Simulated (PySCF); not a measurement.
Method: ωB97X-D3(BJ)/def2-TZVP // PBE0-D3(BJ)/def2-TZVP in PySCF. Gas-phase values, no solvent. Excitations are Tamm–Dancoff values on a coarser integration grid. The basis has no diffuse functions, so Rydberg states are missing or too high.

Reference species (SMILES): `C1[SiH]=[SiH][SiH2]1` (neutral, multiplicity 1).

| Quantity | Result |
|---|---|
| S1–T1 gap (TDA) | 1.91 eV |
| S1 oscillator strength | 0.221 |

Changed species: `C[SiH]1[SiH]=[SiH]1`.

### Question
What does the change do to the S1–T1 gap (TDA) and S1 oscillator strength?

### Answer
the S1–T1 gap (TDA) falls by 0.35 eV, to 1.56 eV; the S1 oscillator strength drops by 0.144, to 0.077.
